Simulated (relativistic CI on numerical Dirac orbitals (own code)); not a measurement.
**Electric-dipole transitions in Mn X**

These numbers are calculated, not measured: Dirac-Coulomb-Breit CI, separate exchange-only KLI orbitals for each configuration, model QED, valence Slater integrals scaled by 0.9, P86 correlation estimate, and configurations built on the next ion tied to the tabulated ionisation energy (semi-empirical) (own radial code, finite nucleus).

Configuration list (outside the closed core [Ne]): 3s2 3p4, 3s2 3p3 3d, 3s2 3p3 4s, 3s2 3p3 4p, 3s2 3p3 4d, 3s2 3p3 5s, 3s2 3p3 4f, 3s 3p5, 3p6, 3s2 3p2 3d2, 3s 3p4 3d, 3p4 3d2, 3p5 3d, 3s 3p3 3d2, 3s2 3p2 3d 4s, 3s2 3p2 3d 4p, 3p5 4s, 3p5 4p, 3s 3p3 3d 4s, 3s 3p4 4s, 3s 3p3 3d 4p, 3s 3p4 4p, 3p4 3d 4s, 3s2 3p2 4s2. Levels of other configurations are missing.

```csv
λ vac (Å),Lower,Upper,A (s⁻¹),E lower (cm⁻¹),E upper (cm⁻¹)
98.616,3s2 3p4 3P_2 [1],3s2 3p3 4s 3P°_2 [231],2.07e+10,0,1014037
99.601,3s2 3p4 3P_1 [2],3s2 3p3 4s 3P°_2 [231],2.16e+10,10032,1014037
101.22,3s2 3p4 1D_2 [4],3s2 3p3 4s 1P°_1 [239],7.30e+10,33115,1021060
101.98,3s2 3p4 3P_2 [1],3s2 3p3 4s 3D°_3 [212],4.24e+10,0,980587
102.21,3s2 3p4 3P_2 [1],3s2 3p3 4s 3D°_2 [208],2.52e+10,0,978406
103.27,3s2 3p4 3P_1 [2],3s2 3p3 4s 3D°_2 [208],1.98e+10,10032,978406
104.71,3s2 3p4 1D_2 [4],3s2 3p3 4s 1D°_2 [217],1.07e+11,33115,988134
105.18,3s2 3p4 3P_2 [1],3s2 3p3 4s 3S°_1 [190],9.55e+10,0,950748
105.22,3s2 3p4 1S_0 [5],3s2 3p3 4s 1P°_1 [239],5.13e+10,70636,1021060
106.30,3s2 3p4 3P_1 [2],3s2 3p3 4s 3S°_1 [190],4.43e+10,10032,950748
184.50,3s2 3p3 3d 3D°_3 [42],3s2 3p3 4p 3P_2 [261],8.28e+10,502586,1044589
196.52,3s2 3p4 3P_2 [1],3s2 3p3 3d 3D°_2 [43],2.53e+10,0,508843
197.70,3s2 3p4 1D_2 [4],3s2 3p3 3d 1F°_3 [46],1.32e+11,33115,538944
198.90,3s2 3p4 3P_1 [2],3s2 3p3 3d 3D°_1 [44],4.83e+10,10032,512804
198.97,3s2 3p4 3P_2 [1],3s2 3p3 3d 3D°_3 [42],1.20e+11,0,502586
199.55,3s2 3p4 3P_0 [3],3s2 3p3 3d 3D°_1 [44],6.76e+10,11678,512804
200.48,3s2 3p4 3P_1 [2],3s2 3p3 3d 3D°_2 [43],9.04e+10,10032,508843
200.89,3s2 3p4 1S_0 [5],3s2 3p3 3d 1P°_1 [47],1.09e+11,70636,568420
202.69,3s2 3p4 1D_2 [4],3s2 3p3 3d 1D°_2 [45],9.11e+10,33115,526485
206.44,3s2 3p4 3P_2 [1],3s2 3p3 3d 3S°_1 [39],1.64e+10,0,484409
207.78,3s2 3p4 3P_2 [1],3s2 3p3 3d 3P°_1 [38],7.46e+10,0,481286
208.26,3s2 3p4 3P_2 [1],3s2 3p3 3d 3P°_2 [37],8.69e+10,0,480165
208.37,3s2 3p4 3P_1 [2],3s2 3p3 3d 3P°_1 [41],3.31e+10,10032,489950
208.41,3s2 3p4 3P_1 [2],3s2 3p3 3d 3P°_0 [40],1.13e+11,10032,489852
209.09,3s2 3p4 3P_0 [3],3s2 3p3 3d 3P°_1 [41],2.82e+10,11678,489950
210.80,3s2 3p4 3P_1 [2],3s2 3p3 3d 3S°_1 [39],2.05e+10,10032,484409
212.71,3s2 3p4 3P_1 [2],3s2 3p3 3d 3P°_2 [37],1.99e+10,10032,480165
218.90,3s2 3p4 1D_2 [4],3s2 3p3 3d 3P°_1 [41],3.55e+10,33115,489950
221.58,3s2 3p4 1D_2 [4],3s2 3p3 3d 3S°_1 [39],3.97e+10,33115,484409
223.13,3s2 3p4 1D_2 [4],3s2 3p3 3d 3P°_1 [38],1.96e+10,33115,481286
```

Terms are leading LS components. Brackets give the number of a level in order of energy, since labels repeat. The list gives strong lines, with weight on those to low levels, without configurations that were not tied to measured data, without lines whose two gauges differ by over a factor of 2.5, among the lowest 300 of 1643 levels, so that lines to higher ones, which can be the strongest, are missing. Levels whose partners in the same complex of configurations lie outside the list can be far off, and so can their lines. Rates are taken at the computed energies, electric ones in the length gauge.

Configurations that consist of the next ion and one excited electron were tied to the tabulated ionisation energy; Rydberg ones are usually within 1,000 to 3,000 cm⁻¹ and the lowest ones within about 6,000 (9,000 in d shells), while levels on excited terms of the next ion carry the error of that term, and the other configurations can be misplaced by 10,000 cm⁻¹ or more. Rates follow the energies as ν³ (E1, M1) or ν⁵ (E2), so rates, branching and lifetimes can be off by large factors.

LS names give the leading component of a level, which can be under half, so a name can repeat, a term be missing and a line seem to break the LS rules.
